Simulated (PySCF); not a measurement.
**Run times: tungsten in x2c-TZVPPall with one added diffuse shell each of s, p, d, f type**

Measured wall times of calculations with PySCF 2.14 in x2c-TZVPPall with one added diffuse shell each of s, p, d, f type (12s8p8d4f1g, 113 functions), with scalar relativity by spin-free X2C-1e, run from one Python driver. Hardware: 1 thread of Neoverse-N1 on a shared host, 1.3 GiB allowed. The two-electron integrals over 113 functions were computed once and kept in memory (15 CPU seconds with the set-up); the times below exclude them. Kohn-Sham runs start from converged Hartree-Fock orbitals.

Launch command (the driver calls PySCF for each step listed in the task file):

```bash
OMP_NUM_THREADS=1 python atomrun2.py TASK.json OUT
```

| species | step | iterations | wall time (s) |
| --- | --- | --- | --- |
| W²⁺ [Xe] 4f14 5d3 6s1 | UHF with spin-orbit constants | 6 | 3.5 |
| W²⁺ [Xe] 4f14 5d3 6s1 | LDA | 6 | 4.7 |
| W²⁺ [Xe] 4f14 5d3 6s1 | PBE | 6 | 8 |
| W²⁺ [Xe] 4f14 5d3 6s1 | PBE0 | 8 | 12 |
| W²⁺ [Xe] 4f14 5d3 6s1 | r2SCAN | 6 | 18 |
| W²⁺ [Xe] 4f14 5d3 6s1 | MP2 (4 electrons) |  | 0.47 |

Peak memory of the process: 0.6 GiB. Times on a shared host vary from run to run.
